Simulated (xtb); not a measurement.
VO₂F, SMILES [F][V](=[O])=[O], multiplicity 1. All values are semi-empirical tight-binding results from xtb (GFN2-xTB unless named), good for trends rather than for accurate numbers. Geometry optimised at GFN2-xTB. The multiplicity is an assumed one; other spin states were not compared.

For metal compounds this method's bond lengths and energies can be far off.

### Question
Estimate the properties. (The exact figures need the calculation; the answer reports its results.)

### Answer

```
Item                                           Result
-------------------------------------  --------------
point group as xtb finds it                        Cs
orbital gap                                   1.85 eV
zero-point energy                        4.9 kcal/mol
G − E(el) at 298.15 K (modified RRHO)  -12.4 kcal/mol
```
